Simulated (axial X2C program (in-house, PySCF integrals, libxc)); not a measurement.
Low determinants of GaN at the PBE0 level, two-component

Calculated with an in-house all-electron X2C program for linear molecules (integrals from PySCF). Two-component (2c) means X2C with spin–orbit coupling and atomic mean-field two-electron Coulomb and Gaunt terms. Basis: Ga dyall-cv3z [9s9p7d4f1g], N dyall-av3z [7s7p3d2f] (cores contracted in-house); Gaussian nuclei, density fitting, unrestricted open shells. Masses: Ga 68.926 u, N 14.003 u.

Search at 2.004 Å (vertical energies from the lowest determinant):

```tsv
ΔE (eV)	state	electrons beyond evenly filled partner blocks	electrons in ±ω = 1/2, 3/2, 5/2, 7/2
0.00	Ω = 1	ω = -1/2, ω = 3/2	27 9 2 0
0.38	Ω = 2	ω = 1/2, ω = 3/2	27 9 2 0
0.82	Ω = 1	2 × ω = 1/2	26 10 2 0
1.50	Ω = 0	none	28 8 2 0
1.53	Ω = 0	none	26 10 2 0
2.52	Ω = 3	2 × ω = 3/2	26 10 2 0
3.40	Ω = 0	3 × ω = 1/2, ω = -3/2	27 9 2 0
```

Lowest determinant, Ω = 1 (⟨Sz⟩ = 1.00, ⟨Lz⟩ = 0.00 at PBE0): Re = 1.996 Å, ωe = 508.9 cm⁻¹.

The determinant in row 2 of the search, Ω = 2 (⟨Sz⟩ = 1.00, ⟨Lz⟩ = 1.00 at PBE0), was followed along the bond at PBE0; measured from the minimum of the lowest determinant it gives:

Te = 0.225 eV (1817 cm⁻¹), Re = 1.840 Å, ωe = 606.5 cm⁻¹.

Task: Compare the bond of the determinant in row 2 with that of the lowest one.

Result: At PBE0 its Re is 0.156 Å shorter and its force constant, which goes as ωe², is 1.42 times that of the lowest determinant. T0 ≈ Te + Δωe/2 = 1817 + (49) = 1866 cm⁻¹.

The search compares states at one distance, so a state with another bond length can lie lower; it is not exhaustive and yields mostly the lowest determinant of each block pattern, so other components and higher states of one pattern are missing. These are energies of single determinants, not of spin-adapted states; PBE0 term energies can be off by some tenths of an eV, and the functional has no current term. Open-shell Ω = 0 determinants with evenly filled partner blocks cannot be reached by this program, so the Ω shown need not be the lowest component. The lowest determinant need not be the ground state where others lie within half an eV.
